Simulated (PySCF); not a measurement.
SiH₃Br, SMILES [SiH3]Br. Geometry: B3LYP-D3(BJ)/def2-TZVP.

Computed with B3LYP-D3(BJ)/def2-TZVP (PySCF 2.14.0).

Harmonic wavenumbers (cm⁻¹): 415, 628, 628, 936, 956, 956, 2249, 2264, 2264. Rotational constants (GHz): 85.18, 4.211, 4.211; symmetry number 3.

Q: Work out the zero-point energy and the ideal-gas rigid-rotor harmonic-oscillator thermochemistry at 298.15 K and 1 atm.

A: ZPE = ½ Σ hcν = ½ × 11298 cm⁻¹ = 16.15 kcal/mol. H − E(el) = 18.97 kcal/mol. Entropy in cal/(mol K): translation 40.03, rotation 20.70, vibration 2.06, total 62.79. G − E(el) = 0.25 kcal/mol. Cp = 12.65 cal/(mol K).
